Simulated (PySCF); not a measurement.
This PySCF input asks for the NMR shieldings of `C=C[C@@H]1BC[C@@H](F)[C@@H]1C`, C$_{7}$H$_{12}$BF; the geometry comes from PBE0-D3(BJ)/def2-SVP.

```python
import basis_set_exchange as bse
import numpy as np
from pyscf import gto, dft
from pyscf.prop import nmr

atoms = """
C     2.739218    0.214489   -0.219185
C     1.407222    0.305286   -0.349907
C     0.406989   -0.067575    0.717768
B     0.657926   -1.608552    0.490988
C    -0.520810   -2.142132   -0.399638
C    -1.287428   -0.894226   -0.805667
F    -2.637862   -1.115577   -0.982161
C    -1.052729    0.145297    0.295986
C    -1.466702    1.554956   -0.086924
H     3.407730    0.471182   -1.044603
H     3.202252   -0.094571    0.722941
H     1.010581    0.603334   -1.327623
H     0.675542    0.371557    1.688790
H     1.551665   -2.251767    0.983631
H    -1.137972   -2.691638    0.343805
H    -0.314514   -2.853766   -1.211571
H    -0.907247   -0.513778   -1.772314
H    -1.684307   -0.185049    1.140954
H    -0.858124    1.946232   -0.918216
H    -2.519349    1.570269   -0.407435
H    -1.358563    2.248838    0.760402
"""
names = dict.fromkeys(["C", "B", "F", "H"], "pcSseg-1")
basis = {el: gto.basis.parse(bse.get_basis(n, elements=[el], fmt="nwchem")) for el, n in names.items()}
mol = gto.M(atom=atoms, basis=basis, charge=0, verbose=0)
mf = dft.RKS(mol, xc="PBE0")
mf.grids.level = 2
mf.grids.alignment = dft.numint.BLKSIZE   # the property module wants whole blocks of grid points
mf.conv_tol = 1e-9
mf.kernel()

calc = nmr.RKS(mf)   # GIAO
C = mf.mo_coeff
Co = C[:, mf.mo_occ > 0]
resp = mf.gen_response(singlet=True, hermi=2)
def vind(x):   # induced exchange potential for any number of trial vectors
    d = np.einsum("pi,xij,qj->xpq", C, 2 * x.reshape(-1, C.shape[1], Co.shape[1]), Co, optimize=True)
    return np.einsum("xpq,pi,qj->xij", resp(d - d.transpose(0, 2, 1)), C, Co, optimize=True).ravel()
mo1, _ = nmr.rhf.solve_mo1(calc, with_cphf=vind)
sigma = calc.kernel(mo1)
for i, s in enumerate(sigma):   # ppm
    print("%2d %-2s %9.2f" % (i, mol.atom_pure_symbol(i), np.trace(s) / 3))
```

Q: Give the expected output.

A: 
```
 0 C      45.48
 1 C      56.12
 2 C     136.80
 3 B      41.60
 4 C     148.10
 5 C      84.92
 6 F     385.08
 7 C     140.53
 8 C     169.16
 9 H      25.31
10 H      25.72
11 H      26.03
12 H      28.49
13 H      25.24
14 H      30.33
15 H      29.04
16 H      26.91
17 H      29.43
18 H      30.15
19 H      29.67
20 H      30.12
```

These numbers come from an equivalent density-fitted implementation of the same equations, which agrees with the script to about 0.01 ppm for H and up to a few tenths of a ppm for heavy atoms, so last digits may differ.

Q: Turn these shieldings into chemical shifts. Shifts are taken against calculated references (same method and geometry level): ¹³C (σref 184.41), ¹H (σref 31.27) vs TMS; ¹¹B (σref 100.73) against BF3·OEt2; CFCl3 for ¹⁹F (σref 177.25).

A: Averaging equivalent atoms: C 0: 138.9; C 1: 128.3; C 5: 99.5; C 2: 47.6; C 7: 43.9; C 4: 36.3; C 8: 15.3; B 3: 59.1; F 6: -207.8; H 13: 6.03; H 9: 5.95; H 10: 5.54; H 11: 5.24; H 16: 4.36; H 12: 2.77; H 15: 2.23; H 17: 1.83; H 18/19/20: 1.29; H 14: 0.94 ppm. Unscaled 19F shifts against computed CFCl3 carry errors that often reach 10 to 50 ppm.

Size and cost of the density-fitted run: 213 basis functions, 42 s wall time on 1 thread of an Arm Neoverse V2, shared host; peak memory 1 GiB.
